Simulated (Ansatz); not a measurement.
Ansatz (a program for electronic structure) input (B3LYP/6-31+G*): The .json file is the Basis Set Exchange's 6-31+G*.

Ansatz 0.2 input:
```yaml
crystal:
  periodic: [false, false, false]
  atoms:
    - {symbol: B, position_ang: [-0.00000000, -0.00000000, -0.78099334]}
    - {symbol: F, position_ang: [0.00000000, 0.00000000, 0.43388519]}
basis:
  gaussian:
    orbitals: 6-31+G_.json
hamiltonian:
  xc: {name: B3LYP}
total_charge: 1
magnetization: {spin_polarized: true, initial_magnetization: 1}
output: {forces: true}
```

Q: Predict the final energy.

A: -124.26455 Eh.
